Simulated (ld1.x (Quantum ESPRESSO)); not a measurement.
## Reading a pseudo-wave (zinc)

Columns: radius, all-electron u(r) and pseudo u(r) of the 4s shell (level -7.65 eV) of zinc in the configuration [Ar] 3d10 4s1 4p1; LDA (PZ), scalar-relativistic, TM semilocal scheme, ld1.x (Quantum ESPRESSO) 7.5.

```tsv
r (bohr)	all-electron	pseudo
0.100	-0.1128	-0.0158
0.200	-0.1393	-0.0324
0.300	0.0655	-0.0506
0.400	0.2342	-0.0712
0.500	0.2938	-0.0952
0.600	0.2613	-0.1237
0.700	0.1725	-0.1574
0.800	0.0572	-0.1972
0.900	-0.0650	-0.2435
1.000	-0.1824	-0.2958
1.100	-0.2889	-0.3529
1.200	-0.3817	-0.4126
1.300	-0.4600	-0.4717
1.400	-0.5243	-0.5269
1.500	-0.5753	-0.5750
1.600	-0.6145	-0.6139
1.700	-0.6432	-0.6430
1.800	-0.6627	-0.6627
1.900	-0.6743	-0.6743
2.000	-0.6791	-0.6791
2.100	-0.6782	-0.6782
2.200	-0.6726	-0.6726
2.300	-0.6630	-0.6630
2.400	-0.6502	-0.6502
2.500	-0.6347	-0.6347
2.600	-0.6173	-0.6173
```

Question: How many radial nodes do the two functions have?

Answer: The all-electron 4s function has n − l − 1 = 3 (the table is too coarse to show those close to the nucleus); the pseudo-wave has 0, since the states of the same l below it are removed with the core.

Question: At about which radius was the pseudo-wave matched?

Answer: 1.95 bohr. The columns agree to 0.0005 from 1.70 bohr on; several derivatives are matched, so the curves merge somewhat inside the radius.

Question: Is the pseudo-wave norm-conserving?

Answer: Yes: the TM semilocal scheme keeps the norm inside the radius equal to the all-electron one, which fixes the energy derivative of the logarithmic derivative at the level.
